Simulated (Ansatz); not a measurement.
## Loss of H2: how K changes with temperature for C3H10BN ⇌ C3H8BN + H2

Species: C3H10BN `BN(C)CC`, singlet; C3H8BN `BN(C)C=C`, singlet; H2 (hydrogen), singlet. 

The electronic reaction energy at CCSD(T)/CBS estimate is +133.1 kJ/mol. Shapes: PBE0-D4/def2-TZVP. Flexible molecules stand in one conformer, not always the lowest. Programs: Ansatz 0.2.0. Enthalpy and entropy come from rigid-rotor, harmonic-oscillator sums on unscaled PBE0-D4/def2-TZVP wavenumbers, ideal gases at 1 bar. Symmetry numbers: C3H10BN 1, C3H8BN 1, H2 2. R = 8.3145 J/(mol K).

```
T (K)  ΔH (kJ/mol)  ΔS (J/(mol K))
  300       +105.4          +116.2
  500       +109.1          +125.6
  700            ?               ?
```

Work out ln K at 300 and 500 K, and from these estimate it at 700 K.


1. 300 K: ΔG = +105.4 − 300 × (+116.2)/1000 = +70.5 kJ/mol; ln K = −ΔG/RT = -28.26.
2. 500 K: ΔG = +109.1 − 500 × (+125.6)/1000 = +46.3 kJ/mol; ln K = −ΔG/RT = -11.14.
3. Slope against 1000/T: (-11.14 − (-28.26))/(2.0000 − 3.3333) = -12.84, that is −ΔH/R with ΔH near +107 kJ/mol.
4. 700 K: ln K = -28.26 + (-12.84) × (1.4286 − 3.3333) = -3.80.

The full sums give ΔH = +111.3 kJ/mol, ΔS = +129.4 J/(mol K), ΔG = +20.7 kJ/mol and ln K = -3.56 at 700 K, so the line is off by -0.24 in ln K; without rounding the miss is -0.21, from the change of ΔH with temperature. The reactants are favoured over this whole range. The number of molecules rises, which sets the sign of ΔS, and lower pressure favours the products. An error of 10 kJ/mol in the energy moves ln K by 1.7 at 700 K. Soft modes are treated as harmonic, which can err either way at these temperatures; the lowest are those of C3H10BN (97 cm⁻¹), C3H8BN (176 cm⁻¹). Other conformers aren't counted. The CBS estimate extrapolates MP2 from def2-TZVPP and def2-QZVPP and adds CCSD(T) − MP2 in the triple-zeta set, cores frozen; for H2 it overshoots the exact energy by about 1 mEh.
